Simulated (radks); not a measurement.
Values are calculated unless marked as measured or tabulated.
Q: Valence configurations of Li I (all share [He]). Code: a radial shooting solver on a logarithmic mesh with Libxc functionals. Model: scalar-relativistic Kohn-Sham, r2SCAN, spin-polarised, spherical densities, finite nucleus; open shells are filled with parallel spins first; meta-GGA in the generalised Kohn-Sham scheme; Fermi nuclear charge, rms radius 2.444 fm. Order these by energy: 2p1; 2s0.5 2p0.5; 2s1.

A: From the lowest, in eV above it: 2s1 0.000; 2s0.5 2p0.5 1.026; 2p1 2.027. NIST lists [He] 2s1 as the ground configuration; this level of theory agrees among the configurations tried. The energies are those of spherical high-spin densities, not of single terms.
